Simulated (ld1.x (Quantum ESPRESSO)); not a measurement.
# promethium, PAW: configuration errors across variants

* Element: promethium
* Generator: ld1.x (Quantum ESPRESSO) 7.5
* Type: PAW
* Functional: PBEsol
* Relativity: scalar-relativistic
* Frozen core: [Kr] 4d10
* Valence charge: 15
* Reference configuration: 4f5 5s2 5p6 5d0 6s1.5 6p0.5
* Partial waves: 5s (bound): rcut 1.85, rcutus 1.90 bohr; 6s (bound): rcut 1.85, rcutus 1.90 bohr; 5p (bound): rcut 2.20, rcutus 2.55 bohr; 6p (bound): rcut 2.20, rcutus 2.55 bohr; 5d (bound, empty): rcut 2.85, rcutus 3.30 bohr; 5d channel at 2.6 Ry: rcut 2.85, rcutus 3.30 bohr; 4f (bound): rcut 0.90, rcutus 0.95 bohr; 4f channel at 3.8 Ry: rcut 0.90, rcutus 0.95 bohr
* Local potential: all-electron potential smoothed inside 1.75 bohr (lloc = -2)
* Core correction: a·sin(br)/r model core, default radius (core density twice the valence density)
* Augmentation charge: PSQ, inside the norm-conserving radii

All-electron excitation energies from the reference (eV): (1) 4f5 5s2 5p6 5d0 6s2 6p0 -1.190; (2) 4f5 5s2 5p6 5d0 6s1 6p0 4.701; (3) 4f5 5s2 5p6 5d0 6s0 6p0 15.542; (4) 4f5 5s2 5p6 5d0 6s1 6p1 1.215; (5) 4f5 5s2 5p6 5d0 6s1.5 6p0 1.161; (6) 4f5 5s2 5p6 5d1 6s0 6p0 5.899; (7) 4f4 5s2 5p6 5d0 6s2 6p0 7.583.

The default core radius of the base comes out at 0.94 bohr.

The overlap operator is not positive definite (basis up to 400 Ry) in “local potential all-electron potential smoothed inside 0.95 bohr (lloc = -1)”. Such files are unfit for use, however small their errors in these radial tests.

1 further variants failed, have other tests or another functional or relativity, and are left out.

Errors AE − PS in meV (a dash: test not solved or not reliable):

```tsv
change	(1)	(2)	(3)	(4)	(5)	(6)	(7)	bound ghosts
base	+0.5	-1.9	-5.6	-0.5	-0.5	-2.2	+47	none
core correction a·sin(br)/r model core inside 0.80 bohr	+0.6	-1.9	-5.6	-0.5	-0.5	-2.1	+51	none
waves 5p (bound): rcut 2.20, rcutus 2.46 bohr; 6p (bound): rcut 2.20, rcutus 2.46 bohr	+0.6	-1.9	-5.5	-0.5	-0.5	-2.4	+17	none
local potential all-electron potential smoothed inside 3.62 bohr (lloc = -2)	+0.6	-2.1	-6.9	-0.6	-0.6	-2.8	-15	none
local potential all-electron potential smoothed inside 0.95 bohr (lloc = -1)	+0.9	-1.7	-5.9	-0.3	-0.2	+302	-293	not determined (overlap not positive)
```

(1) Give the same row for: wave 5d channel at 2.6 Ry: rcut 2.85, rcutus 3.30 bohr becomes 5d channel at 0.11 Ry: rcut 2.85, rcutus 3.30 bohr.

Answers

(1) +0.5, -1.9, -5.6, -0.5, -0.5, -1.3, +47; bound ghosts: none.
